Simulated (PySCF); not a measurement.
**SMILES Clc1ccccc1, C6H5Cl**

Geometry:
```json
{"atom": "Cl1", "x (Å)": "3.521", "y (Å)": "0.300", "z (Å)": "-0.004"}
{"atom": "C2", "x (Å)": "1.792", "y (Å)": "0.177", "z (Å)": "-0.002"}
{"atom": "C3", "x (Å)": "1.020", "y (Å)": "1.338", "z (Å)": "0.013"}
{"atom": "C4", "x (Å)": "-0.369", "y (Å)": "1.230", "z (Å)": "0.014"}
{"atom": "C5", "x (Å)": "-0.980", "y (Å)": "-0.023", "z (Å)": "0.002"}
{"atom": "C6", "x (Å)": "-0.196", "y (Å)": "-1.175", "z (Å)": "-0.012"}
{"atom": "C7", "x (Å)": "1.194", "y (Å)": "-1.083", "z (Å)": "-0.014"}
{"atom": "H8", "x (Å)": "1.511", "y (Å)": "2.312", "z (Å)": "0.022"}
{"atom": "H9", "x (Å)": "-0.977", "y (Å)": "2.138", "z (Å)": "0.026"}
{"atom": "H10", "x (Å)": "-2.070", "y (Å)": "-0.101", "z (Å)": "0.003"}
{"atom": "H11", "x (Å)": "-0.668", "y (Å)": "-2.161", "z (Å)": "-0.022"}
{"atom": "H12", "x (Å)": "1.820", "y (Å)": "-1.977", "z (Å)": "-0.026"}
```

Method used: TDDFT CAM-B3LYP/def2-TZVPD excited states, vertical, gas phase in PySCF 2.14.0. Geometry: PBE0-D3(BJ)/def2-SVP.

**Question.** Give the one- and two-photon strengths of the lowest singlets.

**Answer.** δ for parallel linear polarisation; σ at the peak of a Lorentzian of half width 0.1 eV, single beam; Ω is circular over linear.
```
state  E (eV)      f  photon λ (nm)  δ (au)  σ (GM)     Ω                                main
   S1    5.29  0.002            468    5.14    0.05  1.50  HOMO→LUMO+1 0.64, HOMO−1→LUMO 0.34
   S2    5.89  0.075            421    23.8    0.30  0.63  HOMO→LUMO 0.75, HOMO−1→LUMO+1 0.24
   S3    6.37  0.001            389    9.97    0.15  1.50  HOMO→LUMO+2 0.60, HOMO→LUMO+5 0.11
   S4    6.78  0.397            366    3.48    0.06  1.50  HOMO−1→LUMO 0.61, HOMO→LUMO+1 0.34
   S5    6.80  0.010            365    3.61    0.06  1.50  HOMO→LUMO+3 0.48, HOMO→LUMO+2 0.28
   S6    6.85  0.646            362    21.9    0.38  0.71  HOMO−1→LUMO+1 0.72, HOMO→LUMO 0.23
```

Among these, the strongest one-photon state is S6, the strongest two-photon state S6, with a dipole change of 0.6 D (relaxed, norm of the difference vector).
